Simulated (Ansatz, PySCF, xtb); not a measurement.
Potential energy curve for GaH, singlet. Each curve is given relative to its own lowest point near equilibrium.

```csv
R / Å,A,B,C
1.27,54.2,29.9,35.5
1.32,39.8,21.5,25.3
1.43,19.5,9.2,10.4
1.50,11.8,4.5,5.0
1.59,5.4,1.2,1.2
1.63,3.5,0.4,0.4
1.68,1.8,0.0,0.0
1.75,0.4,0.3,0.4
1.81,0.0,1.1,1.3
1.82,0.0,1.3,1.6
1.95,1.2,4.9,5.2
2.08,4.0,9.8,10.0
2.28,10.3,18.6,18.3
2.55,21.0,30.9,29.6
2.75,29.3,39.5,37.2
2.99,38.9,48.8,45.3
3.35,52.2,58.0,54.7
3.69,63.6,63.3,60.8
4.13,77.7,67.4,65.3
4.57,91.5,69.8,67.3
4.93,102.4,70.8,68.0
5.89,—,71.6,68.6
6.64,—,71.7,68.6
```

Energies in kcal/mol.

Match the curves with the methods full CI/aug-cc-pVQZ, cores with 3d frozen in Ansatz (a first-principles code); GFN1-xTB in xtb; unrestricted B3LYP/3-21G run with PySCF 2.14.0.

A is GFN1-xTB; B is UKS-B3LYP/3-21G; C is FCI.

Dashes: no converged value, or the column stops at the first point that the program doubted or that broke a chosen test of continuity, which isn't proof of a fault.

The unrestricted determinant behind UKS-B3LYP/3-21G is spin-contaminated at 2.99 to 6.64 Å (<S²> up to 1.0, against 0.00 for a pure singlet).
